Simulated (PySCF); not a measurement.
# `InChI=1S/C7H6F3N/c1-11(2)6-4-3-5-7(8,9)10/h1-2H3`

Geometry:
```
atom   x (Å)   y (Å)   z (Å)
  C1  -2.580   0.960  -0.983
  N2  -1.955  -0.032  -0.133
  C3  -2.812  -0.793   0.752
  C4  -0.650  -0.027   0.047
  C5   0.567  -0.039   0.203
  C6   1.917  -0.062   0.374
  C7   3.126  -0.084   0.530
  C8   4.572  -0.126   0.718
  F9   5.195  -0.690  -0.321
 F10   5.086   1.099   0.867
 F11   4.894  -0.832   1.805
 H12  -1.840   1.365  -1.683
 H13  -3.395   0.496  -1.561
 H14  -3.002   1.794  -0.393
 H15  -3.628  -1.255   0.174
 H16  -2.230  -1.589   1.233
 H17  -3.257  -0.155   1.537
```

Level of theory: PySCF, TDDFT CAM-B3LYP/aug-cc-pVDZ excited states, vertical, gas phase. Geometry: PBE0-D3(BJ)/def2-SVP.

Task: How strongly do the lowest singlets absorb one photon, and two photons of half the energy?

Result: δ for parallel linear polarisation; σ at the peak of a Lorentzian of half width 0.1 eV, single beam; Ω is circular over linear.
| state | E (eV) | f | photon λ (nm) | δ (au) | σ (GM) | Ω | main |
| --- | --- | --- | --- | --- | --- | --- | --- |
| S1 | 3.49 | 0.000 | 711 | <0.1 | 0.00 | – | HOMO→LUMO 0.93 |
| S2 | 4.56 | 0.052 | 544 | 129 | 0.98 | 0.91 | HOMO→LUMO+2 0.41, HOMO−1→LUMO 0.36 |
| S3 | 5.13 | 0.021 | 484 | 212 | 2.04 | 1.31 | HOMO→LUMO+1 0.74, HOMO→LUMO+4 0.12 |
| S4 | 5.33 | 0.000 | 465 | 0.22 | 0.00 | 1.50 | HOMO−1→LUMO+2 0.67, HOMO−1→LUMO+5 0.25 |
| S5 | 5.94 | 0.007 | 418 | 120 | 1.54 | 1.39 | HOMO→LUMO+4 0.66, HOMO→LUMO+1 0.14 |
| S6 | 6.02 | 0.000 | 412 | 132 | 1.75 | 1.50 | HOMO→LUMO+3 0.84 |

Among these, the strongest one-photon state is S2, the strongest two-photon state S3, with a dipole change of 6.9 D (relaxed, norm of the difference vector).
